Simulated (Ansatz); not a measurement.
Isolated molecules relaxed with PBE0-D4/def2-TZVP in Ansatz; ΔE leaves out vibrations. CCSD(T)/CBS is the MP2 limit (def2-TZVPP, def2-QZVPP) plus CCSD(T) − MP2 in def2-TZVPP, frozen cores. This one scheme is used for every species. For Ge outer-core shells are correlated without core-valence functions, which leaves a few kJ/mol of doubt a bond. Scalar relativity is left out up to krypton.

Consider the substitution at a C–Ge bond: `CC#[C][GeH3]` + CH₃OH → `CC#COC` + GeH₄.

| species | CCSD(T)/CBS(def2) energy (Eh) |
| --- | --- |
| `CC#[C][GeH3]` | -2193.81565 |
| CH₃OH | -115.61712 |
| `CC#COC` | -230.89505 |
| GeH₄ | -2078.49493 |

(1) Work out ΔE.

Largest T1 diagnostic among the species: 0.012.

Answers

(1) ΔE = (-230.89505) + (-2078.49493) − (-2193.81565) − (-115.61712) = 0.04279 Eh = +112.3 kJ/mol.

From PBE to PBE0 (25 % exact exchange), in def2-TZVPP and without D4, ΔE moves by +5.6 kJ/mol. In def2-TZVPP, CCSD(T) changes the Hartree–Fock value by +7.4 kJ/mol (the triples alone add −0.2 kJ/mol) and MP2 by +13.5 kJ/mol.
